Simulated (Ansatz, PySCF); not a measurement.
Species: TeCl (charge 0, doublet). SMILES: Cl[Te]
Structure (B3LYP-D3(BJ)/def2-TZVP (Ansatz, a quantum-chemistry and plane-wave program) minimum search):
```
Te
Cl 1 2.3399
```
Charge 0, spin multiplicity 2.

Wanted: vertical ionisation energy (to the triplet state of charge +1; each state is the SCF solution reached for its spin), in eV. Cores are frozen in the correlated levels unless marked. Open shells are spin-unrestricted. Spin-orbit coupling is left out. Frozen are the shells of the preceding noble gas and the d and f shells that filled before the atom's block. Past Kr the def2 sets carry scalar-relativistic core potentials. Basis-set limits of correlation are two-point, X^-3; Hartree-Fock from the larger set.

```json
[
 {"level": "SVWN5/def2-TZVPD", "program": "Ansatz", "vertical ionisation energy (eV)": "8.82"},
 {"level": "PBE/def2-TZVPD", "program": "Ansatz", "vertical ionisation energy (eV)": "8.58"},
 {"level": "r2SCAN/def2-TZVPD", "program": "Ansatz", "vertical ionisation energy (eV)": "8.64"},
 {"level": "B3LYP/def2-TZVPD", "program": "Ansatz", "vertical ionisation energy (eV)": "8.78"},
 {"level": "PBE0/def2-TZVPD", "program": "Ansatz", "vertical ionisation energy (eV)": "8.72"},
 {"level": "BHLYP/def2-TZVPD", "program": "Ansatz", "vertical ionisation energy (eV)": "8.77"},
 {"level": "CAM-B3LYP/def2-TZVPD", "program": "Ansatz", "vertical ionisation energy (eV)": "8.88"},
 {"level": "wB97M-V/def2-TZVPD", "program": "Ansatz", "vertical ionisation energy (eV)": "8.79"},
 {"level": "wB97X-V/def2-TZVPD", "program": "Ansatz", "vertical ionisation energy (eV)": "8.90"},
 {"level": "CCSD/def2-SVPD", "program": "Ansatz", "vertical ionisation energy (eV)": "8.43"},
 {"level": "CCSD/def2-TZVPPD", "program": "Ansatz", "vertical ionisation energy (eV)": "8.61"},
 {"level": "CCSD/def2-QZVPPD", "program": "Ansatz", "vertical ionisation energy (eV)": "8.73"},
 {"level": "CCSD/CBS(def2-TZVPPD,def2-QZVPPD)", "program": "Ansatz", "vertical ionisation energy (eV)": "8.82"},
 {"level": "CCSD(T)/def2-SVPD", "program": "Ansatz", "vertical ionisation energy (eV)": "8.41"},
 {"level": "CCSD(T)/def2-TZVPPD", "program": "Ansatz", "vertical ionisation energy (eV)": "8.60"},
 {"level": "CCSD(T)/def2-QZVPPD", "program": "Ansatz", "vertical ionisation energy (eV)": "8.73"},
 {"level": "CCSD(T)/CBS(def2-TZVPPD,def2-QZVPPD)", "program": "Ansatz", "vertical ionisation energy (eV)": "8.83"}
]
```

For comparison, minus the highest occupied orbital energy (PySCF): 7.02 eV at MN15/def2-TZVPD, 5.50 eV at BP86/def2-TZVPD, 8.86 eV at HF/def2-TZVPD.
